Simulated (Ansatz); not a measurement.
Reaction (ligand exchange at a Cd–Br bond): `[F][Cd][Br]` + HCl → `[F][Cd][Cl]` + HBr

Program: Ansatz. Geometries: PBE0-D4/def2-TZVP. ΔE: electronic, gas phase. CCSD(T)/CBS adds triple-zeta CCSD(T) − MP2 to the extrapolated MP2 energy (def2 sets, frozen cores). This one scheme is used for every species. DFT in def2-TZVPP. B3LYP here is the variant with VWN-RPA as its local correlation; programs differ in this. HSE06 is defined as in plane-wave codes. Elements past krypton have def2 core potentials. For Br, Cd outer-core shells are correlated without core-valence functions, which leaves a few kJ/mol of doubt a bond. Scalar relativity is left out up to krypton.

Q: Is it downhill or uphill in electronic energy at CCSD(T)/CBS, and by how much? (Estimate.)

A: Computed: Uphill: ΔE = +26.1 kJ/mol.

Q: What do these levels give: LDA (SPW92), B97M-V, B3LYP-D4, r2SCAN0-D4, HSE06-D4, r2SCAN, r2SCANh, LC-ωPBE, MP2/def2-SVP, HF/def2-QZVPP, HF/CBS(def2), MP2/CBS(def2)? (Best estimate.)

A: The calculation gave: LDA (SPW92) 23.0, B97M-V 20.3, B3LYP-D4 24.5, r2SCAN0-D4 26.1, HSE06-D4 26.0, r2SCAN 23.9, r2SCANh 24.8, LC-ωPBE 23.9, MP2/def2-SVP 28.9, HF/def2-QZVPP 27.6, HF/CBS(def2) 27.4, MP2/CBS(def2) 27.2 kJ/mol.

Largest T1 diagnostic among the species: 0.015.

From BLYP to BHLYP (50 % exact exchange), in def2-TZVPP and without D4, ΔE moves by +4.1 kJ/mol. Leaving LDA and LC-ωPBE aside and taking each functional with its dispersion term where it has one, the values, not all of them listed here, spread over 7.0 kJ/mol, from B97M-V to BHLYP-D4.
